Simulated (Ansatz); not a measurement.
## Ligand exchange: GeH3Br + C3H5F → GeH3F + C3H5Br

Species: GeH3Br `[GeH3][Br]`, singlet; C3H5F `C=CCF`, singlet; GeH3F (fluorogermane) `[F][GeH3]`, singlet; C3H5Br (allyl bromide) `C=CCBr`, singlet. The partners trade Br for F: Ge–Br and C–F bonds give way to Ge–F and C–Br.

Shapes, held fixed at every level: PBE0-D4/def2-TZVP. Flexible molecules stand in one conformer, not always the lowest. Programs: Ansatz 0.2.0. Electronic energies: no zero-point or thermal term.

```csv
level,kind,ΔE (kJ/mol),less CCSD(T)/def2-TZVPP
HF/def2-TZVPP,Hartree–Fock,+6.2,+16.1
PBE0-D4/def2-TZVPP,global hybrid,-0.3,+9.6
wB97M-V/def2-TZVPP,range-separated hybrid,-2.9,+7.0
wB97X-V/def2-TZVPP,range-separated hybrid,-2.9,+7.0
B2PLYP/def2-TZVPP,double hybrid,-8.6,+1.3
MP2/def2-TZVPP,perturbation theory,-17.7,-7.8
CCSD/def2-TZVPP,coupled cluster or CI,-7.1,+2.8
CCSD(T)/def2-TZVPP,coupled cluster or CI,-9.9,0.0
```

The highest level, CCSD(T)/def2-TZVPP, gives ΔE = -9.9 kJ/mol; the levels span -17.7 to +6.2. They disagree on the sign: 1 of 8 are positive. The column of differences is taken from that level and isn't an error. No measured value is set beside it here. Relativity is left out for Br, Ge. Outer-core shells of Br, Ge are correlated, in sets that cover them unevenly.
